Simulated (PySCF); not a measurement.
C4H7FSi, SMILES C[Si@H]1C=C[C@H]1F. Geometry optimised at PBE-D3(BJ)/def2-SVP. The structure was generated by enumeration; whether it is a known compound was not checked.

Computed equilibrium geometry at PBE-D3(BJ)/def2-SVP (PySCF confirms it by a frequency run) as bond lengths and angles:
Atoms: C1 Si2 C3 C4 C5 F6 H7 H8 H9 H10 H11 H12 H13. Bonds (Å): C1–Si2 1.882, C1–H7 1.109, C1–H8 1.108, C1–H9 1.109, Si2–C3 1.881, Si2–C5 1.947, Si2–H10 1.511, C3–C4 1.362, C3–H11 1.101, C4–C5 1.516, C4–H12 1.109, C5–F6 1.398, C5–H13 1.114. Bond angles (°): Si2–C1–H7 110.5, Si2–C1–H8 109.5, Si2–C1–H9 111.6, H7–C1–H8 108.4, H7–C1–H9 108.0, H8–C1–H9 108.8, C1–Si2–C3 116.8, C1–Si2–C5 113.0, C1–Si2–H10 110.4, C3–Si2–C5 74.8, C3–Si2–H10 118.4, C5–Si2–H10 119.6, Si2–C3–C4 92.1, Si2–C3–H11 141.5, C4–C3–H11 126.4, C3–C4–C5 107.6, C3–C4–H12 128.1, C5–C4–H12 124.2, Si2–C5–C4 85.1, Si2–C5–F6 117.3, Si2–C5–H13 118.3, C4–C5–F6 113.7, C4–C5–H13 113.1, F6–C5–H13 108.0.
